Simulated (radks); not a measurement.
All-electron atom: V XII in [He] 2s2 2p5 3s2 3p1 (not the ground configuration).

Calculated with a radial shooting solver on a logarithmic mesh with Libxc functionals: non-relativistic Kohn-Sham, PBE, spin-polarised, spherical densities, point nucleus; open shells are filled with parallel spins first.

Energy parts (eV):
total: -23847.451
kinetic: 23835.759
electron-nucleus: -52671.916
Hartree: 5944.665
exchange-correlation: -955.960

Orbitals (lengths in bohr, moments of r in powers of bohr; <r^-3> diverges for s and p1/2; r(max) is where P^2 peaks):
orbital,occ.,eigenvalue (eV),<r^-3>,<r^4>,r(max)
1s up,1,-5683.967,-,0.00009259,0.04410
1s down,1,-5679.887,-,0.00009234,0.04408
2s up,1,-911.2834,-,0.02015,0.2543
2s down,1,-904.9043,-,0.02029,0.2547
2p up,3,-825.9137,321.8,0.01488,0.2046
2p down,2,-818.2238,320.0,0.01507,0.2052
3s up,1,-305.9439,-,0.7601,0.7378
3s down,1,-301.5867,-,0.7765,0.7397
3p up,1,-279.4553,62.36,0.7814,0.7248
3p down,0,-275.0534,62.01,0.8022,0.7272

The highest occupied level is 3p up at -279.46 eV. Spin moment in Bohr magnetons: 2.
